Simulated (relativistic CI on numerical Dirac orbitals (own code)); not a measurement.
# Electric-dipole transitions in Cs⁵⁴⁺

Computed by Dirac equation for one electron, model QED (radiative potential, 1s self-energy scaled to tabulated hydrogen-like ionisation energies) (own radial code, finite nucleus).

Configuration list: 1s, 2s, 2p, 3s, 3p, 3d, 4s, 4p, 4d, 4f, 5s, 5p, 5d, 5f, 5g, 6s, 6p, 6d. Levels of other configurations are missing.

| λ vac (nm) | Lower | Upper | A (s⁻¹) | gf | Branching (%) |
| --- | --- | --- | --- | --- | --- |
| 0.03813 | 1s ²S1/2 [1] | 2p ²P°3/2 [4] | 5.51e+15 | 4.80e-01 | 99.9 |
| 0.15882 | 2p ²P°3/2 [4] | 4d ²D5/2 [15] | 1.89e+14 | 4.28e-01 | 72.2 |
| 0.19933 | 2p ²P°1/2 [2] | 3d ²D3/2 [7] | 5.28e+14 | 1.26e+00 | 82.1 |
| 0.19957 | 2s ²S1/2 [3] | 3p ²P°3/2 [8] | 1.95e+14 | 4.65e-01 | 11.5 |
| 0.21375 | 2p ²P°3/2 [4] | 3d ²D5/2 [9] | 5.88e+14 | 2.42e+00 | 97.3 |
| 0.41610 | 3d ²D3/2 [7] | 5f ²F°5/2 [21] | 4.01e+13 | 6.25e-01 | 59.1 |
| 0.42143 | 3d ²D5/2 [9] | 5f ²F°7/2 [24] | 4.16e+13 | 8.86e-01 | 62.7 |
| 0.57206 | 3p ²P°1/2 [5] | 4d ²D3/2 [12] | 5.32e+13 | 1.04e+00 | 19.0 |
| 0.57263 | 3s ²S1/2 [6] | 4p ²P°3/2 [13] | 2.53e+13 | 4.97e-01 | 3.5 |
| 0.60533 | 3d ²D3/2 [7] | 4f ²F°5/2 [14] | 1.20e+14 | 3.96e+00 | 92.2 |
| 0.60541 | 3p ²P°3/2 [8] | 4d ²D5/2 [15] | 6.42e+13 | 2.12e+00 | 24.6 |
| 0.61538 | 3d ²D5/2 [9] | 4f ²F°7/2 [16] | 1.26e+14 | 5.72e+00 | 98.6 |
| 1.2427 | 4p ²P°1/2 [10] | 5d ²D3/2 [19] | 1.06e+13 | 9.86e-01 | 7.3 |
| 1.3061 | 4d ²D3/2 [12] | 5f ²F°5/2 [21] | 2.22e+13 | 3.41e+00 | 32.8 |
| 1.3062 | 4p ²P°3/2 [13] | 5d ²D5/2 [22] | 1.34e+13 | 2.06e+00 | 9.8 |
| 1.3247 | 4f ²F°5/2 [14] | 5g ²G7/2 [23] | 3.79e+13 | 7.97e+00 | 95.6 |
| 1.3247 | 4d ²D5/2 [15] | 5f ²F°7/2 [24] | 2.37e+13 | 4.98e+00 | 35.6 |
| 1.3333 | 4f ²F°7/2 [16] | 5g ²G9/2 [25] | 3.89e+13 | 1.04e+01 | 99.1 |
| 2.2977 | 5p ²P°1/2 [17] | 6d ²D3/2 [28] | 3.10e+12 | 9.83e-01 | 3.6 |
| 2.4053 | 5p ²P°3/2 [20] | 6d ²D5/2 [30] | 4.03e+12 | 2.09e+00 | 5.0 |

Terms are leading LS components. Brackets give the number of a level in order of energy, since labels repeat. The list gives strong lines, with weight on those to low levels, without lines whose two gauges differ by over a factor of 2.5. Levels whose partners in the same complex of configurations lie outside the list can be far off, and so can their lines. Rates are taken at the computed energies, electric ones in the length gauge.
